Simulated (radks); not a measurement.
The numbers below are computed, except where a source is named.
Fractional charge and spin in the 3s shell of magnesium: the spin-up occupation runs from 0 to 1 and the spin-down occupation from 0 to 1; the fullest corner is Mg, [Ne] 3s(up 1, down 1). Code: a radial shooting solver on a logarithmic mesh with Libxc functionals. Model: scalar-relativistic Kohn-Sham, LDA (Slater exchange, Perdew-Wang correlation), spin-polarised, spherical densities, finite nucleus; Fermi nuclear charge, rms radius of each element as measured or else 0.836 A^(1/3) + 0.57 fm. Energy (eV) above the fullest corner. The planes named below are the two flat planes that join the four corners, with an edge along up + down = one added electron.

| down \ up | 0 | 0.5 | 1 |
|---|---|---|---|
| 0 | 23.111 | 14.613 | 7.737 |
| 0.5 | 14.613 | 8.068 | 3.127 |
| 1 | 7.737 | 3.127 | 0.000 |

Corners above the fullest one (they belong to Mg+ and the next ion): (up 1, down 0) 7.737 eV, (up 0, down 1) 7.737 eV, (up 0, down 0) 23.111 eV. With half an added electron in each spin the energy lies 0.330 eV from the planes (fractional-spin error, the static-correlation error of a stretched bond), and with half an added electron in spin up alone -0.812 eV (fractional-charge error). For a frontier s shell over closed shells the exact functional lies on the planes.
